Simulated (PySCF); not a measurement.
Relaxation of singlet RuO4

Computed with PBE0 in PySCF with Ru def2-SVP with ECP28, O def2-SVP; scalar-relativistic core potentials, no spin–orbit coupling; density-fitted integrals. A (50,194) grid was used.

A hand-made square planar start, of D4h symmetry, held to at least that symmetry:

Coordinates in bohr (charge 0 multiplicity 1):
```
Ru    0.0000    0.0000    0.0000
O     3.2314    0.0000    0.0000
O     0.0000    3.2314    0.0000
O    -3.2314    0.0000    0.0000
O     0.0000   -3.2314    0.0000
```

Optimiser trace:
```
step  E − E(last) (kJ/mol)  largest gradient (Eh/bohr)
   0                  9.42                     0.03169
   1                  0.91                     0.00917
   2                  0.01                     0.00085
   3                  0.00                     0.00003
```

It ends at D4h with Ru–O 1.741 Å (×4); O–Ru–O 90.0° (×4), O–Ru–O 180.0° (×2). A frequency run shows 4 imaginary modes, down to 529i cm⁻¹, so it is a higher-order saddle point. Other isomers or separated fragments may lie lower.

Final geometry:
Z-matrix (Å, degrees; charge 0 multiplicity 1):
```
Ru
O  1 1.7407
O  1 1.7407 2 90.00
O  1 1.7407 3 90.00 2 180.00
O  1 1.7407 2 90.00 3 180.00
```
